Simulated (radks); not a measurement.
Results of a calculation; reference values are marked as such.
Task: Mean orbital radii <r> (bohr) of the nitrogen ion N+, [He] 2s2 2p2, of relativity; Dirac values are averaged over j with weights 2j + 1. Spin-unpolarised spherical Kohn-Sham, LDA (Slater exchange, Perdew-Wang correlation), point nucleus unless stated (finite: rms radius 2.5582 fm), a radial shooting solver on a logarithmic mesh with Libxc functionals. A level marked "c x" has the speed of light scaled by that factor and shares open shells by 2j + 1; other Dirac levels either fill j = l - 1/2 first or share by 2j + 1.

| shell | non-rel. |
|---|---|
| 1s | 0.2313 |
| 2s | 1.253 |
| 2p | 1.273 |

Give the values at the level "Dirac, c x 10".

Result: 
shell  Dirac, c x 10  change of magnitude (%)
1s            0.2313                    0.00
2s             1.253                    0.00
2p             1.273                    0.00
